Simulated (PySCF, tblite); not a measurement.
Isomers of C3H9NO2Si, one GFN2-xTB conformer each. Single-point energies are computed at PBE0/pcSseg-1 (PySCF, gas phase, no added dispersion term), electronic only.

```json
{"SMILES": "CN[SiH]1OCCO1", "GFN2-xTB relative energy (kJ/mol)": "0.0"}
{"SMILES": "[H]/N=C\\CCO[SiH2]O", "GFN2-xTB relative energy (kJ/mol)": "108.6"}
{"SMILES": "O[SiH](O)[C@H]1CCN1", "GFN2-xTB relative energy (kJ/mol)": "121.0"}
{"SMILES": "C=N[SiH](OC)OC", "GFN2-xTB relative energy (kJ/mol)": "123.2"}
```

Conformers: `[CH3:1][NH:2][SiH:3]1[O:4][CH2:5][CH2:6][O:7]1` with C1–N2–Si3–O4 -82°, N2–Si3–O4–C5 -114°, Si3–O4–C5–C6 -12°, O4–C5–C6–O7 22°, C5–C6–O7–Si3 -22°; `[H]/[N:1]=[CH:2]\[CH2:3][CH2:4][O:5][SiH2:6][OH:7]` with N1–C2–C3–C4 130°, C2–C3–C4–O5 65°, C3–C4–O5–Si6 -172°, C4–O5–Si6–O7 179°, O5–Si6–O7–H -16°; `[OH:1][SiH:2]([OH:3])[C@H:4]1[CH2:5][CH2:6][NH:7]1` with H–O1–Si2–O3 39°, O1–Si2–O3–H 138°, O1–Si2–C4–C5 141°, Si2–C4–C5–C6 125°, C4–C5–C6–N7 -12°, C5–C6–N7–C4 13°, Si2–C4–N7–C6 -133°; `[CH2:1]=[N:2][SiH:3]([O:4][CH3:5])[O:6][CH3:7]` with C1–N2–Si3–O4 -110°, N2–Si3–O4–C5 -51°, N2–Si3–O6–C7 68°.

Task: What does PBE0/pcSseg-1 give for the same structures?

Result: 
```json
{"SMILES": "CN[SiH]1OCCO1", "PBE0/pcSseg-1 E (Eh)": "-613.97148", "PBE0/pcSseg-1 (kJ/mol)": "0.0", "GFN2-xTB (kJ/mol)": "0.0", "point group": "C1"}
{"SMILES": "O[SiH](O)[C@H]1CCN1", "PBE0/pcSseg-1 E (Eh)": "-613.94689", "PBE0/pcSseg-1 (kJ/mol)": "64.5", "GFN2-xTB (kJ/mol)": "121.0", "point group": "C1"}
{"SMILES": "C=N[SiH](OC)OC", "PBE0/pcSseg-1 E (Eh)": "-613.93612", "PBE0/pcSseg-1 (kJ/mol)": "92.8", "GFN2-xTB (kJ/mol)": "123.2", "point group": "C1"}
{"SMILES": "[H]/N=C\\CCO[SiH2]O", "PBE0/pcSseg-1 E (Eh)": "-613.93608", "PBE0/pcSseg-1 (kJ/mol)": "92.9", "GFN2-xTB (kJ/mol)": "108.6", "point group": "C1"}
```

Both levels put the same isomer lowest; measured from each level's own lowest isomer, the values differ by up to 56.5 kJ/mol (O[SiH](O)[C@H]1CCN1: 121.0 against 64.5). As drawn, the highest has a C=N bond and an O–H bond, which the lowest lacks. Neighbours under 10 kJ/mol apart (C=N[SiH](OC)OC and [H]/N=C\CCO[SiH2]O) can change places with a better method, another conformer or zero-point energy.

Task: Which frontier levels, dipoles and rotational constants go with these structures?

Result: 
| SMILES | HOMO (eV, PBE0/pcSseg-1) | LUMO (eV) | dipole (D) | A, B, C (MHz) |
| --- | --- | --- | --- | --- |
| CN[SiH]1OCCO1 | -7.02 | 1.01 | 0.50 | 5227, 1515, 1309 |
| O[SiH](O)[C@H]1CCN1 | -6.48 | 0.96 | 1.69 | 4364, 1397, 1252 |
| C=N[SiH](OC)OC | -6.96 | -0.90 | 1.93 | 2750, 1774, 1174 |
| [H]/N=C\CCO[SiH2]O | -7.28 | -0.04 | 2.50 | 5317, 883.1, 810.8 |

Task: What happens when harmonic zero-point energies from GFN2-xTB frequencies are added?

Result: 
```tsv
SMILES	ZPE (kJ/mol)	electronic (kJ/mol)	with ZPE (kJ/mol)
CN[SiH]1OCCO1	331.5	0.0	0.0
O[SiH](O)[C@H]1CCN1	325.2	64.5	58.2
C=N[SiH](OC)OC	316.9	92.8	78.2
[H]/N=C\CCO[SiH2]O	314.5	92.9	75.9
```

The zero-point energies span 17.0 kJ/mol. The lowest isomer stays, but the order above it changes.
